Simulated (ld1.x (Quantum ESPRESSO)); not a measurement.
## Varying the PAW potential for Pt (Z = 78)

Base potential:

```
Element                 : platinum
Generator               : ld1.x (Quantum ESPRESSO) 7.5
Type                    : PAW
Functional              : PBE
Relativity              : scalar-relativistic
Frozen core             : [Xe] 4f14
Valence charge          : 10
Reference configuration : 5d9 6s0.5 6p0.5
Partial waves           : 6s (bound): rcut 2.25, rcutus 2.45 bohr; 6s channel at 0.25 Ry: rcut 2.25, rcutus 2.45 bohr; 6p (bound): rcut 2.20, rcutus 2.80 bohr; 6p channel at 0.65 Ry: rcut 2.20, rcutus 2.80 bohr; 5d (bound): rcut 1.70, rcutus 2.15 bohr; 5d channel at 0.15 Ry: rcut 1.70, rcutus 2.15 bohr
Local potential         : all-electron potential smoothed inside 1.70 bohr (lloc = -1)
Core correction         : a·sin(br)/r model core, default radius (ld1.x builds one for every PAW set, though the input has nlcc=.false.)
Augmentation charge     : BESSEL, radius 1.85 bohr
```

All-electron outer shells of the reference configuration (PBE, scalar-relativistic, ld1.x):

| shell | level (eV) | outermost node (bohr) | outermost maximum (bohr) |
| --- | --- | --- | --- |
| 4f | -71.15 | – | 0.38 |
| 5p | -57.12 | 0.53 | 0.98 |
| 5d | -7.20 | 0.57 | 1.26 |
| 6s | -6.46 | 1.14 | 2.35 |
| 6p | -1.40 | 1.36 | 3.55 |

Cutoffs, loose and tight: the cutoffs (Ry, on a coarse ladder) from which the occupation-weighted sum of valence levels, in a spherical-Bessel basis at the reference potential, stays within 10 and 1 mRy of its value at 400 Ry. They do not see the model core or the augmentation charge, which bear on the density cutoff. Test errors are all-electron minus pseudo excitation energies from the reference, over the configurations 5d9 6s1 6p0; 5d9 6s0 6p0; 5d8 6s0 6p0; 5d8 6s1 6p0; 5d8 6s1 6p1; 5d9 6s0 6p1; 5d6 6s0 6p0. A dash means not determined; rows that change the core or the reference have their own tests.

A true bound ghost makes a file unfit for plane-wave use even where its test errors are small: the radial tests pick states by their node count and pass the ghost by.

The default core radius of the base comes out at 1.10 bohr.

| change | outcome | cutoff, loose | cutoff, tight | bound ghosts | largest test error (meV) |
| --- | --- | --- | --- | --- | --- |
| base | generated | 25 Ry | 40 Ry | s, p | -814 |
| wave 5d channel at 0.15 Ry: rcut 1.70, rcutus 2.15 bohr becomes 5d channel at -0.31 Ry: rcut 1.70, rcutus 2.15 bohr | generated | 25 Ry | 40 Ry | s, p | -817 |
| local potential all-electron potential smoothed inside 2.30 bohr (lloc = -1) | generated | 25 Ry | 40 Ry | none | -819 |
| local potential all-electron potential smoothed inside 2.25 bohr (lloc = -1) | generated | 25 Ry | 40 Ry | none | -819 |
| waves 6p (bound): rcut 1.68, rcutus 1.78 bohr; 6p channel at 0.65 Ry: rcut 1.68, rcutus 1.78 bohr | failed: run_pseudo: Errors in PS-KS equation | – | – | – | – |

What comes out with this change to the base: reference 5d9 6s0.5 6p0?

outcome: generated; cutoff, loose: 25 Ry; cutoff, tight: 40 Ry; bound ghosts: s; largest test error (meV): -44 over the solved tests; test run stopped at test 4 of 7 (negative rho).

What comes out with this change to the base: core correction a·sin(br)/r model core inside 1.84 bohr?

outcome: generated; cutoff, loose: 25 Ry; cutoff, tight: 40 Ry; bound ghosts: s, p; largest test error (meV): -691.
